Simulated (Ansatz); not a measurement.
Sr(F)2 anion (F2Sr), SMILES [F][Sr][F] (connectivity only; charge and spin as stated), charge -1, multiplicity 2.

The structure is a stationary point at B3LYP-D3(BJ)/def2-TZVPD. The spin state was assumed, not searched. The isomer is the one that the SMILES or the coordinates give; other isomers of the formula were not compared. The def2 effective core potentials stand for the cores of Sr; spin–orbit coupling is left out.

Two levels are set side by side: PBE/def2-TZVPD (Ansatz, an electronic-structure program) and CAM-B3LYP/def2-TZVPD (Ansatz). Energy differences of separate SCF runs at the same geometry; the states with an electron removed or added have multiplicity 1. Differences are taken from unrounded values.

```csv
quantity,PBE
vertical ionisation energy (eV),0.90
```

**Question.** These are the PBE values. What does CAM-B3LYP give? (The exact figures need the calculation; the answer reports its results.)

**Answer.** 
| quantity | CAM-B3LYP | PBE minus CAM-B3LYP |
|---|---|---|
| vertical ionisation energy (eV) | 0.93 | -0.03 |
